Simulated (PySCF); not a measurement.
Method: TPSSh-D3(BJ)/def2-TZVP // TPSS-D3(BJ)/def2-SVP (PySCF 2.14.0). Gas-phase values, no solvent. One relaxed conformer stands for a flexible species; it need not be the lowest. 

Reference species: [Y(OH)(NH2)2] (neutral, multiplicity 1).

```yaml
HOMO: -5.61 eV
mean_distance_from_the_central_atom_to_its_bonded_neighbours: 2.122 Å
```

Changed species: [Y(OH)3] (0 of 3 OH replaced by NH2; the reference has 2 of 3 OH replaced by NH2).

Task: Give the shifts of the HOMO and mean distance from the central atom to its bonded neighbours.

Result: the HOMO falls by 1.32 eV, to -6.93 eV; the mean distance from the central atom to its bonded neighbours falls by 0.086 Å, to 2.036 Å.
